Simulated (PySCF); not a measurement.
CClF3, SMILES FC(F)(F)Cl.

Geometry optimised at B3LYP-D3(BJ)/def2-SVP.

Computed with TDA-PBE/def2-SVPD run with PySCF.

Vertical excitations; the highest root listed may be one member of a degenerate set. Gas-phase values at a fixed geometry. State labels are in the subgroup Cs.

Give excitation energies, oscillator strengths and character. (The exact figures need the calculation; the answer reports its results.)


```json
[
 {"state": "S1", "symmetry": "A'", "energy (eV)": "7.61", "λ (nm)": "163", "f": "0.001", "main pairs": "HOMO→LUMO (degenerate set)"},
 {"state": "S2", "symmetry": "A\"", "energy (eV)": "7.61", "λ (nm)": "163", "f": "0.001", "main pairs": "HOMO−1→LUMO (degenerate set)"},
 {"state": "S3", "symmetry": "A'", "energy (eV)": "8.88", "λ (nm)": "140", "f": "0.050", "main pairs": "HOMO→LUMO+1 (degenerate set)"},
 {"state": "S4", "symmetry": "A\"", "energy (eV)": "8.88", "λ (nm)": "140", "f": "0.050", "main pairs": "HOMO−1→LUMO+1 (degenerate set)"},
 {"state": "S5", "symmetry": "A\"", "energy (eV)": "9.09", "λ (nm)": "136", "f": "0.000", "main pairs": "HOMO−2→LUMO 100 %"},
 {"state": "S6", "symmetry": "A'", "energy (eV)": "9.73", "λ (nm)": "127", "f": "0.081", "main pairs": "HOMO−3→LUMO 61 %, HOMO−1→LUMO+3 16 %, HOMO→LUMO+4 16 %"},
 {"state": "S7", "symmetry": "A'", "energy (eV)": "9.88", "λ (nm)": "125", "f": "0.016", "main pairs": "HOMO→LUMO+2, HOMO−5→LUMO (degenerate set)"},
 {"state": "S8", "symmetry": "A\"", "energy (eV)": "9.88", "λ (nm)": "125", "f": "0.016", "main pairs": "HOMO−1→LUMO+2, HOMO−4→LUMO (degenerate set)"},
 {"state": "S9", "symmetry": "A\"", "energy (eV)": "9.98", "λ (nm)": "124", "f": "0.025", "main pairs": "HOMO−4→LUMO, HOMO−1→LUMO+2 (degenerate set)"},
 {"state": "S10", "symmetry": "A'", "energy (eV)": "9.98", "λ (nm)": "124", "f": "0.025", "main pairs": "HOMO−5→LUMO, HOMO→LUMO+2 (degenerate set)"},
 {"state": "T1", "symmetry": "A'", "energy (eV)": "6.72", "λ (nm)": "185", "f": "0", "main pairs": "HOMO→LUMO (degenerate set)"},
 {"state": "T2", "symmetry": "A\"", "energy (eV)": "6.72", "λ (nm)": "185", "f": "0", "main pairs": "HOMO−1→LUMO (degenerate set)"},
 {"state": "T3", "symmetry": "A'", "energy (eV)": "8.51", "λ (nm)": "146", "f": "0", "main pairs": "HOMO−3→LUMO 98 %"},
 {"state": "T4", "symmetry": "A'", "energy (eV)": "8.74", "λ (nm)": "142", "f": "0", "main pairs": "HOMO→LUMO+1 99 %"}
]
```
Triplets are in the Tamm–Dancoff approximation.
